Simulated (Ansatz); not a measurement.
`C[NH][GeH3]` + `[OH]`• → `C[N][GeH3]`• + H₂O  (hydrogen abstraction from the N–H bond)

Gas-phase electronic energies from Ansatz, PBE0-D4/def2-TZVP geometries. CBS: MP2 limit from def2 TZ/QZ plus the TZ coupled-cluster correction, frozen cores. This one scheme is used for every species. Functionals use def2-TZVPP. B3LYP here is the variant with VWN-RPA as its local correlation; programs differ in this. HSE06 is defined as in plane-wave codes. Open shells (•) are unrestricted, without spin–orbit coupling. For Ge outer-core shells are correlated without core-valence functions, which leaves a few kJ/mol of doubt a bond. Scalar relativity is left out up to krypton.

```tsv
level	ΔE (kcal/mol)	difference from CCSD(T)/CBS
PBE-D4	-20.9	-3.9
BLYP-D4	-20.2	-3.2
r2SCAN-D4	-19.1	-2.1
B97M-V	-17.4	-0.4
PBE0	-17.4	-0.4
B3LYP	-18.2	-1.2
HSE06	-17.5	-0.5
SCS-MP2/def2-TZVPP	-14.3	2.7
HF/def2-QZVPP	-8.0	9.0
SCS-MP2/def2-QZVPP	-15.1	1.9
CCSD(T)/CBS	-17.0	0
```

Largest T1 diagnostic among the species: 0.014.

From BLYP to BHLYP (50 % exact exchange), in def2-TZVPP and without D4, ΔE moves by +6.8 kcal/mol. Leaving LDA and LC-ωPBE aside and taking each functional with its dispersion term where it has one, the values, not all of them listed here, spread over 7.1 kcal/mol, from PBE-D4 to BHLYP-D4. LDA lies −4.0 kcal/mol from PBE without D4. In def2-TZVPP, CCSD(T) changes the Hartree–Fock value by −7.9 kcal/mol (the triples alone add −0.7 kcal/mol) and MP2 by −8.0 kcal/mol.
